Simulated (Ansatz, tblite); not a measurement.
Cost and result up the ladder for trans-NiCl2(PH3)2 (NiP2H6Cl2) (11 atoms). Total charge 0; triplet. Geometry: PBE-D4/def2-SVP.

```xyz
11

Ni    0.0032   -0.0040    0.0040
Cl    2.0269   -0.4372   -0.7825
P     0.6817    1.9901    0.9011
H     1.5502    1.7508    2.0104
H    -0.2021    2.9144    1.5485
H     1.5085    2.9366    0.2123
Cl   -1.2027   -0.4871    1.7959
P    -0.9250   -1.7165   -1.2003
H    -2.3262   -2.0168   -1.2091
H    -0.4647   -2.9708   -0.6945
H    -0.6498   -1.9595   -2.5858
```

Ansatz on 4 threads of Intel Xeon 6975P-C on a shared host; xTB runs through tblite on one thread. Times are rough, summed over both states, and most runs start from the orbitals of an earlier one. No level here is sound enough to serve as a yardstick. The other state is a singlet at its own geometry.

The 6-31G sets use Cartesian d functions. The xTB rows come from tblite. B3LYP takes the VWN-RPA correlation. The name describes the triplet; other states may take another shape.

Run but left out: HF/6-31G (singlet: restricted singlet, unstable in another Hartree–Fock run and untested here); HF/def2-SVP, HF/def2-TZVP, PBE-QIDH/def2-TZVP, MP2/def2-SVP, MP2/def2-TZVP, CCSD/def2-SVP, CCSD(T)/def2-SVP (singlet: restricted singlet, unstable towards broken spin symmetry).

xTB has no spin-polarisation term.

```json
{"level": "GFN2-xTB", "functions": "51", "wall time": "0.019 s", "singlet − triplet (eV)": "-1.21", "remarks": "–"}
{"level": "GFN1-xTB", "functions": "57", "wall time": "0.027 s", "singlet − triplet (eV)": "-1.44", "remarks": "–"}
{"level": "LDA (SPW92)/def2-TZVP (with forces)", "functions": "229", "wall time": "3 s", "singlet − triplet (eV)": "-1.21", "remarks": "restricted SCF unstable in HF (singlet)"}
{"level": "B3LYP-D4/6-31G", "functions": "93", "wall time": "4.5 s", "singlet − triplet (eV)": "0.41", "remarks": "restricted SCF unstable in HF (singlet)"}
{"level": "PBE-D4/def2-TZVP", "functions": "229", "wall time": "4.6 s", "singlet − triplet (eV)": "-0.82", "remarks": "restricted SCF unstable in HF (singlet)"}
{"level": "r2SCAN-D4/def2-TZVP", "functions": "229", "wall time": "11 s", "singlet − triplet (eV)": "-0.49", "remarks": "restricted SCF unstable in HF (singlet)"}
{"level": "PBE0-D4/def2-TZVP", "functions": "229", "wall time": "19 s", "singlet − triplet (eV)": "-0.29", "remarks": "restricted SCF unstable in HF (singlet)"}
```
